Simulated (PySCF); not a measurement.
**Spin states of TeCl**

Unrestricted PBE0; basis Te x2c-SVPall, Cl x2c-SVPall; spin-free X2C with a Gaussian nucleus; PySCF 2.14. Outer shells of the fragments: Te 4d10 5s2 5p4; Cl 3s2 3p5.

Followed along the bond (rough minima from three points):

```
2Ms+1   unpaired  ⟨S²⟩ at the start  R at minimum (Å)  Te (eV)
    2        π ↑               0.75              2.36     0.00
    4  σ ↑, π ↑↑               3.75  none in the scan   ≤ 1.28
```

Solutions found at the starting distance of 2.290 Å, counted from the lowest of them; the search is not exhaustive and high or unbound solutions are not listed, so other states can lie among these:

```tsv
2Ms+1	unpaired	term	E (eV)	⟨S²⟩	⟨Lz²⟩	μ (D)
2	π ↑	²Π	0.00	0.75	1.00	-1.48
4	σ ↑, π ↑↑	⁴Σ⁻	1.83	3.75	0.00	-1.68
2	σ ↓, π ↑↑	mixed	2.39	1.76	0.00	-1.52
2	σ ↑, π ↑↓	mixed	2.39	1.76	2.01	-1.47
2	σ ↑	mixed	3.28	0.75	2.00	-1.14
4	σ ↑, π ↑↑	mixed	5.54	3.75	2.01	2.84
4	σ ↑↑, π ↑	⁴Π	5.90	3.75	1.00	0.72
2	π ↑	²Π	6.33	0.78	1.01	-0.91
```

A term symbol is given only where ⟨S²⟩ and ⟨Lz²⟩ are close to those of a pure state; real π, δ and φ orbitals otherwise mix terms. A positive dipole means Te(−)Cl(+).

Spin–orbit coupling is left out. Counting both spins, an empty level lies below a filled one in some of these solutions, because spin and occupation are held.
